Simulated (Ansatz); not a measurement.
Basis-set extrapolation for `C=C1O[SiH2]1` (PBE0-D4/def2-TZVP geometry, frozen core, the Gaussian-basis code of Ansatz). Multiplicity 1, RHF reference.

|  | def2-TZVPP | def2-QZVPP |
| --- | --- | --- |
| HF | -441.875985 | -441.892434 |
| MP2 correlation | -0.670287 | -0.718309 |
| CCSD(T) correlation | -0.728153 | not run |

Energies in hartree. Use E(X) = E(∞) + A·exp(−7.88·√X) for Hartree–Fock and E(X) = E(∞) + B·X^(−2.97) for correlation, with X = 3 and 4, and add CCSD(T) minus MP2 of the smaller set to the MP2 limit.

**Question.** What is the CCSD(T) energy at the basis-set limit?

**Answer.** HF limit: -441.892434 + (-0.016449) × 0.13774 = -441.89470. MP2 limit: -0.718309 + (-0.048022) × 0.74074 = -0.75388. Higher-order term: -0.728153 − (-0.670287) = -0.05787. Total: -442.70645 hartree, 268.6 kJ/mol below CCSD(T)/def2-TZVPP.
